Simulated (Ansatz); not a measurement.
Molecule: Si5H12, charge 0, multiplicity 1. SMILES: [SiH3][SiH2][SiH2][SiH2][SiH3]
Coordinates optimised at B3LYP-D3(BJ)/def2-TZVP (Ansatz, a quantum-chemistry and plane-wave program):
```
Si
H 1 1.4858
H 1 1.4860 2 107.99
Si 1 2.3439 2 111.07 3 119.81
H 4 1.4857 1 109.00 2 54.92
H 4 1.4859 5 108.18 1 120.74
Si 1 2.3440 2 109.69 3 -118.24
H 7 1.4857 1 108.69 2 175.90
H 7 1.4860 8 107.79 1 -118.32
Si 7 2.3434 8 109.85 9 -119.74
H 10 1.4832 7 109.63 8 179.36
H 10 1.4832 11 108.56 7 -119.68
H 10 1.4835 11 108.73 12 -118.12
Si 4 2.3440 5 109.23 6 119.89
H 14 1.4828 4 109.51 5 55.48
H 14 1.4833 15 108.77 8 178.68
H 14 1.4835 15 108.46 16 118.08
```

Parts of the frozen-core correlation energy in cc-pV(D+d)Z (Ansatz, hartree). Frozen orbitals: 25; correlated occupied orbitals by spin: 16 and 16; virtual: 134 and 134. No spin-orbit coupling. No relativistic terms.

```csv
term,value
reference (HF),-1451.65821
MP2 opposite-spin,[?]
MP2 same-spin,[?]
CCSD correlation,-0.62658
(T),[?]
T1 diagnostic,0.014
largest doubles amplitude,0.031
```

### Question
What belongs in the gaps?

### Answer

- MP2 opposite-spin, value: -0.43267
- MP2 same-spin, value: -0.08147
- (T), value: -0.01800
